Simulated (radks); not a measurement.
Ho, configuration [Xe] 4f11 6s2 (the NIST ground configuration). Calculated with a radial shooting solver on a logarithmic mesh with Libxc functionals: scalar-relativistic Kohn-Sham, PBEsol, spin-unpolarised, spherical densities, finite nucleus; Fermi nuclear charge, rms radius 5.2022 fm.

Unscreened Slater integrals over Kohn-Sham orbitals (eV). Empty in this configuration: 6p.

| integral | value |
|---|---|
| F0(4f,4f) | 30.397 |
| F2(4f,4f) | 13.964 |
| F4(4f,4f) | 8.6752 |
| F6(4f,4f) | 6.2180 |
| F0(4f,6s) | 7.9495 |
| G3(4f,6s) | 0.26456 |
| F0(4f,5p) | 19.261 |
| F2(4f,5p) | 6.5752 |
| G2(4f,5p) | 3.6347 |
| G4(4f,5p) | 2.7341 |
| F0(4f,5s) | 21.980 |
| G3(4f,5s) | 4.2433 |
| F0(4f,6p) | 5.6079 |
| F2(4f,6p) | 0.46998 |
| G2(4f,6p) | 0.12109 |
| G4(4f,6p) | 0.10501 |
| F0(6s,6s) | 6.0723 |
| F0(6s,5p) | 7.6654 |
| G1(6s,5p) | 0.52102 |
| F0(6s,5s) | 7.7717 |
| G0(6s,5s) | 0.26020 |
| F0(6s,6p) | 4.8659 |
| G1(6s,6p) | 2.7643 |
| F0(5p,5p) | 16.137 |
| F2(5p,5p) | 8.6295 |
| F0(5p,5s) | 17.436 |
| G1(5p,5s) | 11.528 |
| F0(5p,6p) | 5.4841 |
| F2(5p,6p) | 0.89232 |
| G0(5p,6p) | 0.15523 |
| G2(5p,6p) | 0.19959 |
| F0(5s,5s) | 19.183 |
| F0(5s,6p) | 5.5314 |
| G1(5s,6p) | 0.24897 |
| F0(6p,6p) | 4.2155 |
| F2(6p,6p) | 2.2243 |

Derived for the open shells (J is the average intra-shell exchange parameter used in DFT+U). 4f: F4/F2 = 0.621, F6/F2 = 0.445, J = (286 F2 + 195 F4 + 250 F6)/6435 = 1.125 eV.
